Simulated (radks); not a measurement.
The numbers below are computed, except where a source is named.
Species: neutral rhodium. Configuration: [Kr] 4d8 5s1.

Code: a radial shooting solver on a logarithmic mesh with Libxc functionals. Model: Dirac Kohn-Sham, PBE, spin-unpolarised, spherical densities, finite nucleus; open shells are shared between the two j in proportion to 2j + 1; Fermi nuclear charge, rms radius 4.4945 fm.

Energy parts (Ry):
part                        energy
total                  -9569.88218
kinetic                 9976.60276
electron-nucleus      -23168.15823
Hartree                 3899.26588
exchange-correlation    -277.59259

Orbitals (lengths in bohr, moments of r in powers of bohr; <r^-3> diverges for s and p1/2; r(90%) holds 90 % of the orbital's charge):
| orbital | occ. | eigenvalue (Ry) | <r^4> | r(90%) | <r^-3> | <r> | small-component weight |
|---|---|---|---|---|---|---|---|
| 1s1/2 | 2 | -1692.336 | 5.367e-06 | 0.0585 | - | 0.03263 | 2.71e-02 |
| 2s1/2 | 2 | -245.2910 | 0.0009678 | 0.219 | - | 0.1416 | 5.62e-03 |
| 2p1/2 | 2 | -227.1093 | 0.0006351 | 0.197 | - | 0.1203 | 5.63e-03 |
| 2p3/2 | 4 | -216.4801 | 0.0007234 | 0.204 | 3021 | 0.1252 | 5.42e-03 |
| 3s1/2 | 2 | -43.83497 | 0.04694 | 0.576 | - | 0.3904 | 1.55e-03 |
| 3p1/2 | 2 | -36.71835 | 0.04726 | 0.578 | - | 0.3830 | 1.50e-03 |
| 3p3/2 | 4 | -34.88981 | 0.05251 | 0.593 | 527.7 | 0.3938 | 1.44e-03 |
| 3d3/2 | 4 | -22.29154 | 0.04999 | 0.585 | 79.62 | 0.3683 | 1.33e-03 |
| 3d5/2 | 6 | -21.93094 | 0.05171 | 0.590 | 75.34 | 0.3718 | 1.31e-03 |
| 4s1/2 | 2 | -6.05965 | 1.799 | 1.43 | - | 0.9804 | 3.77e-04 |
| 4p1/2 | 2 | -3.90096 | 2.660 | 1.57 | - | 1.061 | 3.23e-04 |
| 4p3/2 | 4 | -3.61463 | 3.001 | 1.62 | 82.59 | 1.092 | 3.08e-04 |
| 4d3/2 | 3.2 | -0.45413 | 22.61 | 2.58 | 6.583 | 1.576 | 1.65e-04 |
| 4d5/2 | 4.8 | -0.42534 | 24.71 | 2.64 | 6.118 | 1.604 | 1.61e-04 |
| 5s1/2 | 1 | -0.31610 | 281.9 | 5.05 | - | 3.307 | 3.38e-05 |

The highest occupied level is 5s1/2 at -4.301 eV. The density falls to 0.001 e/bohr^3 at r = 4.42 bohr.
